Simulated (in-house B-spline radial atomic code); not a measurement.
# How G0W0 and RPA depend on the start: Te²²⁺

Configuration [Ar] 3d10 4s2. Computed with a B-spline radial code for spherical atoms: all electrons, non-relativistic, point nucleus, each spin shell either full or empty, empty states to l = 9 with an (l + 1/2)⁻⁴ tail; G0W0 by contour deformation at full frequency.

Without relativity these are model numbers: it shifts the levels of so heavy an element strongly and can reorder them.

| start | mean-field 4s (eV) | G0W0 (eV) | QP weight | RPA correlation (Eh) |
| --- | --- | --- | --- | --- |
| Hartree-Fock | -689.13 | ? | ? | ? |
| PBE | -678.50 | -693.29 | 0.978 | -2.3963 |
| CAM-B3LYP | -683.45 | -693.07 | 0.981 | -2.3577 |
| SCAN | -678.81 | ? | ? | ? |
| TPSS | -678.04 | -693.30 | 0.978 | -2.3907 |

Question: What G0W0 level, weight and RPA correlation energy follow from the Hartree-Fock start?

Answer: G0W0 level -692.62 eV, weight 0.986, RPA correlation -2.2655 hartree.

Question: What G0W0 level, weight and RPA correlation energy follow from the SCAN start?

Answer: G0W0 level -693.21 eV, weight 0.979, RPA correlation -2.374 hartree.

Question: How much of the dependence on the start does G0W0 remove?

Answer: The mean-field levels span 11.1 eV and the G0W0 levels 0.678 eV. Against 709 ± 4 eV (NIST, tabulated theory) the G0W0 removal energies are off by -16.38 to -15.70 eV, with relativity, Breit and QED terms left out.
